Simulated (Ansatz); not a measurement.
A run for Ansatz (a quantum-chemistry and plane-wave program): R-CCSD(T)/aug-cc-pVDZ on GeH4 (SMILES [GeH4]) with ghost functions, monomers drawn apart or pushed together. The run froze 14 orbitals, filled d shells among them.

Ansatz 0.2 input:
```yaml
crystal:
  periodic: [false, false, false]
  atoms:
    - {symbol: Ge, position_ang: [-0.11633913, -0.18633466, 0.27624176]}
    - {symbol: H, position_ang: [-0.49513572, -0.10737616, -1.21030358]}
    - {symbol: H, position_ang: [1.11741138, -1.08656079, 0.44048816]}
    - {symbol: H, position_ang: [-1.28880555, -0.77367958, 1.07495295]}
    - {symbol: H, position_ang: [0.20355214, 1.22091648, 0.80055634]}
basis:
  gaussian:
    orbitals: aug-cc-pVDZ
    ghost_atoms:
      - {symbol: C, position_ang: [-0.28759039, 0.83770936, 6.77900506]}
      - {symbol: N, position_ang: [0.82607576, -0.04780715, 6.44697994]}
      - {symbol: H, position_ang: [0.09746451, 1.72299846, 7.28732576]}
      - {symbol: H, position_ang: [-0.95486983, 0.32858228, 7.47607067]}
      - {symbol: H, position_ang: [-0.88751361, 1.17452424, 5.92275321]}
      - {symbol: H, position_ang: [1.47635153, 0.40215739, 5.81482901]}
      - {symbol: H, position_ang: [0.50032156, -0.89195493, 5.99286077]}
magnetization: {spin_polarized: false}
correlation: {method: ccsd_t, electrons: outside_noble_gas}
scf: {lower_state_search: off}
```

Output:

```
Functional definition: HF
[...]
these checks for a lower state are left out or cut short: stability, starts, cluster_reference, orbital_swaps, neighbouring_geometries, increment
integrals: 0.46 GiB planned
1416 factors; integrals over basis functions are off by at most 8.3e-4 eV
mean field: 0.46 GiB planned
mean field evaluation 1: about -56535.0575 eV, gradient 9.0e0 eV
mean field evaluation 2: about -56535.0599 eV, gradient 9.0e0 eV
mean field evaluation 4: about -56535.5713 eV, gradient 2.8e-1 eV
mean field evaluation 8: about -56535.5720 eV, gradient 4.6e-4 eV
mean field -56535.57197875 eV, -2077.6439490321 hartree, gradient 2.3e-6 eV, S^2 0.000000; 0 other end points of the search recorded, 0 dependent functions left out
14 core orbitals not correlated
reference -56535.57197875 eV, -2077.6439490321 hartree; 4, 4 occupied and 145, 145 virtual orbitals, 1416 factors
second order -3.20612321 eV of doubles, -0.00000000 eV of singles
coupled cluster: 1.11 GiB planned
cycle   1  -3.81995019 eV  change   -6.1e-1 eV  update   5.6e-2
cycle   2  -4.03762636 eV  change   -2.2e-1 eV  update   1.9e-2
cycle   3  -4.04244380 eV  change   -4.8e-3 eV  update   4.0e-3
cycle   4  -4.04159482 eV  change    8.5e-4 eV  update   1.3e-3
cycle   5  -4.04138779 eV  change    2.1e-4 eV  update   3.7e-4
cycle   6  -4.04133770 eV  change    5.0e-5 eV  update   7.7e-5
cycle   7  -4.04134304 eV  change   -5.3e-6 eV  update   2.0e-5
cycle   8  -4.04134704 eV  change   -4.0e-6 eV  update   5.4e-6
perturbative correction -0.07625761 eV, -0.0028024153 hartree
Total energy: -56539.68958340 eV, -2077.7952682118 hartree
Checks for a lower state left out: stability, starts, cluster_reference, orbital_swaps, neighbouring_geometries, increment
```

Self-consistency was reached.

Cost: very roughly 21 core-seconds.
